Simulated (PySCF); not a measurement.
CH8GeOSi, SMILES C[SiH2][O][GeH3].

Geometry optimised at TPSSh-D3(BJ)/def2-SVP. The structure was generated by enumeration, and PubChem lists no compound with its InChIKey, so it may never have been made. Other conformers were not sampled.

Two levels are set side by side: TDA-PBE/def2-SVPD (PySCF) and TDA-CAM-B3LYP/def2-SVPD (PySCF). Vertical, same geometry. The lowest singlet is HOMO→LUMO 99 % with PBE and HOMO→LUMO 89 % with the other functional; states are paired by order. Differences are taken from unrounded values.

```
quantity                               TDA-CAM-B3LYP
-------------------------------------  -------------
lowest singlet excitation (eV)                  6.98
lowest triplet excitation (TDA) (eV)            6.58
first bright state (f over 0.05) (eV)           8.03
its oscillator strength                         0.06
```

Task: What does TDA-PBE give, and how far is it from TDA-CAM-B3LYP? (The exact figures need the calculation; the answer reports its results.)

Result: 
```json
[
 {"quantity": "lowest singlet excitation (eV)", "TDA-PBE": "5.95", "TDA-PBE minus TDA-CAM-B3LYP": "-1.04"},
 {"quantity": "lowest triplet excitation (TDA) (eV)", "TDA-PBE": "5.67", "TDA-PBE minus TDA-CAM-B3LYP": "-0.92"},
 {"quantity": "first bright state (f over 0.05) (eV)", "TDA-PBE": "6.79", "TDA-PBE minus TDA-CAM-B3LYP": "-1.25"},
 {"quantity": "its oscillator strength", "TDA-PBE": "0.05", "TDA-PBE minus TDA-CAM-B3LYP": "-0.01"}
]
```

Functionals without exact exchange tend to place singlet excitations lower, as here. Differences between two approximate levels are no errors against the true value.

Rough cost on one machine, each run with all the roots and properties that it gave: TDA-CAM-B3LYP against TDA-PBE about 4 times.
